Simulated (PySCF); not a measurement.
AlH5N2, SMILES [NH2][AlH][NH2]. Atoms are numbered in the order given.

```xyz
8

Al     0.0000     0.0000    -0.4824
H      0.0000     0.0000    -2.0556
N      0.0000     1.5370     0.4013
H      0.0000     2.4390    -0.0480
H      0.0000     1.6503     1.4025
N      0.0000    -1.5370     0.4013
H      0.0000    -1.6503     1.4025
H      0.0000    -2.4390    -0.0480
```
Charge 0, spin multiplicity 1.

The structure is a stationary point at B3LYP-D3(BJ)/def2-TZVP. One conformer was computed; it need not be the lowest.

All values below come from PBE0/pcJ-1 run with PySCF.

Isotropic couplings with Fermi-contact, spin-dipole and both spin-orbit terms, one fixed conformer, no vibrational averaging. Isotopes: 14N, 1H.

Computed spin–spin coupling constants:
```csv
pair,bonds apart,J (Hz)
N3–H4,1,53.1
N3–H5,1,53.0
N6–H7,1,53.0
N6–H8,1,53.1
H2–N3,2,10.2
H2–N6,2,10.2
N3–N6,2,0.9
H4–H5,2,-8.8
H7–H8,2,-8.8
H2–H4,3,-0.8
H2–H5,3,7.2
H2–H7,3,7.2
H2–H8,3,-0.8
N3–H7,3,-0.3
N3–H8,3,1.6
H4–N6,3,1.6
H5–N6,3,-0.3
H4–H7,4,-0.4
H4–H8,4,1.0
H5–H8,4,-0.4
```
